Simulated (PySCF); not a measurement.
# NiO and its ions

MN15; basis Ni def2-TZVPPD, O def2-TZVPPD; no relativity; PySCF 2.14. Neutral (UKS): triplet (π ↑↑), Re = 1.613 Å, ωe = 892 cm⁻¹, HOMO -7.29 eV, LUMO -2.31 eV.

NiO⁻ (UKS): quartet (σ ↑, π ↑↑), Re = 1.647 Å, ωe = 852 cm⁻¹. The energies at the minima are -1583.64114 hartree for NiO and -1583.68995 for NiO⁻.

Question: Work out the adiabatic electron affinity, without and with harmonic zero-point energies (1 hartree = 27.2114 eV, 1 eV = 8065.5 cm⁻¹), and the change of the bond length.

Answer: At MN15: 0.04881 hartree = 1.328 eV between the minima; the zero-point term (892.0 − 852.0)/2 cm⁻¹ = +0.002 eV makes it 1.331 eV. Re changes by +3.4 pm against the neutral. The electron enters a σ orbital; in so polar a molecule the change of length follows mostly from the change of the ionic charges.

De is left out where the level can put another filling of the metal’s s and d shells below the measured ground configuration, by anything from nothing to about 1 eV. The highest Kohn–Sham level is positive in this anion. Much of that is self-interaction error, but it also means that the finite basis helps to hold the extra electron. The state is the lowest single determinant that the PBE0 search found; with open d or f shells the true ground state can be another one.
